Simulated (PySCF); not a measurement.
# Excitation energy of Ru⁺ by level of theory

Ru⁺ [Kr] 4d7 (4F) → Ru⁺ [Kr] 4d6 5s1 (6D), as a difference of total energies. Computed with PySCF 2.14 in x2c-TZVPPall with one added diffuse shell each of s, p, d, f type (9s7p7d3f1g, 95 functions), with the spin-free X2C one-electron Hamiltonian (Gaussian nucleus). Correlated levels: valence: [Kr] frozen; valence and next inner shell: [Ar] 3d10 frozen. The calculations carry no spin-orbit coupling.

```
                                method  excitation energy (eV)
                                   UHF                   0.365
                                   LDA                   1.000
                                   PBE                   1.026
                                  PBE0                   1.043
                                r2SCAN                   0.877
                                   M06                   1.535
                                  TPSS                   1.217
                               LC-wPBE                   1.283
                                 TPSSh                   1.214
                         MP2 (valence)                   1.065
                     SCS-MP2 (valence)                   1.536
    MP2 (valence and next inner shell)                   0.847
SCS-MP2 (valence and next inner shell)                   1.156
```

Problem. How much does correlation contribute at MP2 (valence and next inner shell)?

Solution. 0.847 − (0.365) = 0.482 eV, measured against UHF.

Errors of the correlated levels include the incompleteness of this basis and the frozen core.

For comparison: 1.090 eV (measured; NIST levels, between the centres of gravity of the two terms).
